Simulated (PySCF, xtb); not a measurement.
B(Cl)2(SeH) (BCl2HSe), SMILES ClB(Cl)[SeH].

GFN2-xTB (xtb) at its own geometry gives an orbital gap of 3.82 eV and a dipole moment of 1.07 D.

Geometry optimised at B3LYP-D3(BJ)/def2-SVP. Other conformers were not sampled.

Question: What does PBE/def2-TZVPD (PySCF) give? (An estimate is asked for; the answer gives what the named calculation found.)

Answer: gap 4.28 eV (levels -6.74 and -2.46 eV), dipole 1.09 D.
